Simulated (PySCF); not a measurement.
C₃HF₇, SMILES C(F)(C(C(F)(F)F)F)(F)F (PBE0/def2-SVP optimised geometry):

```
11

F      0.608     0.945    -1.112
C      0.133     0.333     0.000
C     -1.388     0.486     0.020
F     -1.694     1.778    -0.031
F     -1.887    -0.021     1.144
F     -1.962    -0.118    -1.011
C      0.633    -1.112     0.000
F      0.217    -1.778    -1.067
F      1.962    -1.112     0.000
F      0.213    -1.746     1.090
H      0.529     0.825     0.904
```

Computed with PySCF 2.14.0 with PBE0/def2-TZVP.

Task: What are the frontier orbital energies and the dipole moment?

Result: HOMO-2 -12.36 eV, HOMO-1 -11.19 eV, HOMO -10.88 eV, LUMO 0.85 eV, LUMO+1 1.29 eV; dipole moment 1.39 D.

On the same geometry PBE/def2-TZVP (PySCF) gives HOMO-2 -10.10 eV, HOMO-1 -9.25 eV, HOMO -8.98 eV, LUMO -0.31 eV, LUMO+1 0.39 eV; dipole moment 1.28 D.

Meta-Löwdin charges at PBE0/def2-TZVP: F1 -0.28, C2 0.12, C3 0.78, F4 -0.26, F5 -0.26, F6 -0.25, C7 0.78, F8 -0.25, F9 -0.26, F10 -0.26, H11 0.15.
